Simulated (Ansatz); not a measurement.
| atom | x (Å) | y (Å) | z (Å) |
| --- | --- | --- | --- |
| C | 0.0000 | 0.0000 | -0.1485 |
| H | 0.0000 | 0.0000 | 0.8913 |

Basis set: def2-TZVP (spherical functions). Correlated methods keep 1 orbital frozen. Charge 0, multiplicity 2.

Computed with Ansatz (development build ahead of 0.2.0); each method stands on the lowest determinant of its kind that the runs found.

(1) Give the atomization energy at this shape (free ground-state atoms in the same class of orbitals less the molecule, no zero-point energy) of doublet CH by UHF-MP2, UHF.

## Answers

(1)

| method | atomization energy |
| --- | --- |
| UHF-MP2 | 3.09 eV |
| UHF | 2.48 eV |

Caution: the unrestricted determinant is spin contaminated.
